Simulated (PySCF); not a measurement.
## Two-component Hartree-Fock for Eu(50+) (europium, charge +50)

Start: [Ne] 3s2 3p1; 3p1/2 filled at m_j = +1/2. Calculated with PySCF 2.14 in an even-tempered Gaussian basis (18 s from 13 bohr⁻², ratio 2.4; 14 p from 17 bohr⁻², ratio 2.4; 4 d from 57 bohr⁻², ratio 2.6; 4 f from 86 bohr⁻², ratio 2.6): generalised Hartree-Fock with the X2C-1e Hamiltonian and a Gaussian nucleus; one run each with spin-orbit coupling (SO) switched off, then screened by Boettger's factors.

```json
{"spinor shell": "1s1/2", "electrons": "2", "ε, spin-free (eV)": "-52381.4", "ε, screened SO (eV)": "-52369.5", "weight of nominal j (screened SO)": "1.000", "rms radius, screened SO (bohr)": "0.0254"}
{"spinor shell": "2s1/2", "electrons": "2", "ε, spin-free (eV)": "-11541.8", "ε, screened SO (eV)": "-11537.0", "weight of nominal j (screened SO)": "1.000", "rms radius, screened SO (bohr)": "0.101"}
{"spinor shell": "2p1/2", "electrons": "2", "ε, spin-free (eV)": "-10675.4", "ε, screened SO (eV)": "-11147.1", "weight of nominal j (screened SO)": "1.000", "rms radius, screened SO (bohr)": "0.0864"}
{"spinor shell": "2p3/2", "electrons": "4", "ε, spin-free (eV)": "-10675.4", "ε, screened SO (eV)": "-10468.7", "weight of nominal j (screened SO)": "1.000", "rms radius, screened SO (bohr)": "0.0924"}
{"spinor shell": "3s1/2", "electrons": "2", "ε, spin-free (eV)": "-4635.1", "ε, screened SO (eV)": "-4633.2", "weight of nominal j (screened SO)": "1.000", "rms radius, screened SO (bohr)": "0.242"}
{"spinor shell": "3p1/2", "electrons": "1", "ε, spin-free (eV)": "-4397.3", "ε, screened SO (eV)": "-4518.4", "weight of nominal j (screened SO)": "1.000", "rms radius, screened SO (bohr)": "0.229"}
```

```csv
quantity,spin-free,screened SO
E (hartree),-8279.57245,-8289.33600
M_J,1/2,1/2
⟨J²⟩,1.096,0.751
⟨L²⟩,2.002,2.015
⟨S²⟩,0.751,0.764
```

Each row is a mean over spinors that exchange with the open shell spreads, by up to 16.709 eV (2p1/2).

Breit and QED terms are absent; they matter most for the inner s and p1/2 levels.

Densities and radii are taken from the X2C orbitals without a picture-change correction, which distorts them close to the nucleus.

Without spin-orbit coupling the j labels of p, d and f shells carry no meaning; the spin-free column gives the mean over the occupied spinors of each nl shell, and its ⟨J²⟩ belongs to a mixture of degenerate components.
